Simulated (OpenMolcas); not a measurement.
P-: the spin-orbit constant, worked from levels

```
Program             : OpenMolcas
Basis               : ANO-RCC-VTZP [5s4p2d1f]
Scalar Hamiltonian  : DKH2, point nucleus
Active space        : 6 electrons in 4 orbitals (3s 3p)
State averaging     : 2S+1 = 3 even, 3 roots; 2S+1 = 1 even, 6 roots
Spin-orbit coupling : RASSI with atomic mean-field integrals over the reference wave functions, term energies averaged over their components
```

Methods: CASSCF; SS-CASPT2, IPEA 0.25 Eh, imaginary shift 0.1 Eh (closed shells correlated: 2s 2p).

**The spin-orbit constant.** For the Hund term ³P of p4, E(J) = (A/2) J(J+1) + constant and ζ = -2S·A = -2A. From J = 0 to J = 2 the energy changes by 3 A.

```
   Source  E(2) - E(0)      A    ζ
   CASSCF       -270.2  -90.1  180
SS-CASPT2       -270.6  -90.2  180
```

All in cm-1. Both methods take the spin-orbit matrix elements from the reference wave functions, so the second can move ζ only through the term energies and any multistate remixing. Second-order mixing with other terms is absorbed into this ζ.

No diffuse functions were added, so excited terms of the anion can stand markedly too high. Without dynamic correlation excited terms often stand tens of per cent too high (terms of higher spin than the ground term too low), and those without a measured partner can miss by more than the paired ones (holds for CASSCF). Only configurations of the active space appear.
